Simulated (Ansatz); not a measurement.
A nudged elastic band was laid between two geometries of a periodic cell of 20 atoms, HC₁₈F (surface graphene monolayer, adsorbate HF).

Method: Ansatz 0.2.0, DFT PBE-D3(BJ), scalar-relativistic, plane waves, PAW. Settings: cutoff 420 eV, k mesh 2x2x1, gaussian smearing 0.02 eV, no spin polarisation.

```
movable images  : 7
climbing image  : yes
spring          : 2.0 eV/Å²
optimiser       : quadratic models (default)
start path      : IDPP
force threshold : 0.03 eV/Å
iteration limit : 33
end points      : relaxed
```

Image 0:

```xyz
20
Lattice="7.3980 0.0000 0.0000 -3.6990 6.4069 0.0000 0.0000 0.0000 13.0000" Properties=species:S:1:pos:R:3
C 0.109 -0.066 0.939
C 1.345 0.646 0.943
C -1.109 2.065 0.937
C 0.109 2.770 0.938
C -2.354 4.191 0.939
C -1.109 4.910 0.939
C 2.592 -0.072 0.941
C 3.810 0.633 0.940
C 1.345 2.057 0.942
C 2.592 2.776 0.940
C 0.110 4.207 0.939
C 1.345 4.919 0.940
C 5.044 -0.080 0.939
C 6.289 0.639 0.937
C 3.810 2.071 0.939
C 5.044 2.784 0.938
C 2.590 4.201 0.939
C 3.810 4.904 0.940
F 1.269 1.495 4.065
H 1.282 1.505 3.126
```

Image 8:

```xyz
20
Lattice="7.3980 0.0000 0.0000 -3.6990 6.4069 0.0000 0.0000 0.0000 13.0000" Properties=species:S:1:pos:R:3
C -0.004 0.077 1.173
C 1.251 0.812 0.967
C -1.243 2.211 0.850
C 0.000 2.920 0.848
C -2.468 4.346 0.869
C -1.235 5.049 0.937
C 2.476 0.079 1.208
C 3.707 0.796 0.928
C 1.240 2.202 0.865
C 2.472 2.920 0.857
C -0.001 4.344 0.882
C 1.235 5.054 0.914
C 4.923 0.082 0.908
C 6.134 0.801 0.919
C 3.700 2.206 0.856
C 4.926 2.919 0.816
C 2.467 4.337 0.892
C 3.699 5.026 0.934
F 2.451 0.032 2.913
H 0.028 0.059 2.306
```

What changes between the two ends?

Contacts lost: F19–H20. Contacts made: C1–H20. The atom that moves furthest is F19, by 2.21 Å.

What energy profile does the band end with?

The run converged. The highest image is number 8 of 0 to 8, 3.01 eV above the first end and 0.00 eV above the last; the last end lies 3.01 eV above the first. The highest image is an end point: on this band no image between the ends rises above it. Limits of this set-up: coarse k mesh, slab without dipole correction.

```tsv
image	path coordinate (Å)	energy (eV)	F19–H20 (Å)	C1–H20 (Å)
0	0.00	0.00	0.94	2.94
1	0.64	0.00	0.94	2.68
2	1.29	0.00	0.94	2.43
3	1.93	0.00	0.94	2.37
4	2.57	0.04	0.94	2.19
5	3.22	0.58	1.00	1.80
6	3.86	2.78	1.74	1.23
7	4.50	3.01	2.45	1.13
8	4.57	3.01	2.50	1.13
```

The band took 32 iterations and roughly 40 core-minutes.

Time of the run: 40 min on 1 thread of Arm Neoverse V1, with other jobs on the host, peak memory 1.2 GiB.
